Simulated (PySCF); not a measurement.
H$_{6}$O$_{2}$Si$_{2}$ (SMILES O[SiH](O)[SiH3]), singlet, at a GFN2-xTB geometry. Base run: CCSD(T)/cc-pVDZ in PySCF.

Input for PySCF:
```python
from pyscf import gto, scf, cc

mol = gto.Mole()
mol.atom = '''
    Si   -0.46164674   -0.44306302   -0.15681159
    O    -0.67562495   -0.71507742    1.44137797
    O    -1.65828690    0.49085556   -0.76770858
    Si    1.62444694    0.50601311   -0.20381269
    H    -0.75219007   -1.65456852   -0.91999966
    H    -1.49423700   -1.06241303    1.78760155
    H    -1.78329412    1.39997123   -0.51203392
    H     1.67960722    1.86166147    0.36944391
    H     2.62653697   -0.28426221    0.51489537
    H     2.11566885    0.65208469   -1.58052247
'''
mol.basis = 'cc-pvdz'
mol.verbose = 4
mol.max_memory = 1800
mol.build()

mf = scf.RHF(mol)
mf.kernel()

mycc = cc.CCSD(mf, frozen=12)
mycc.kernel()
et = mycc.ccsd_t()
print('E(CCSD(T)) = %.10f' % (mycc.e_tot + et))
```

Variants of this job, named by their change:

```
change         ΔE vs base (mEh)  MP2 correlation (Eh)  CC correlation without the perturbative part (Eh)  basis functions
-------------  ----------------  --------------------  -------------------------------------------------  ---------------
base                      0.000              -0.57494                                           -0.62116               94
method = mp2         (withheld)              -0.57494                                                  -               94
method = ccsd            13.594              -0.57494                                           -0.62116               94
method = cisd             103.2                     -                                                  -               94
```

Problem. What belongs in the gaps?

Solution. 
- method = mp2, ΔE vs base (mEh): 59.813
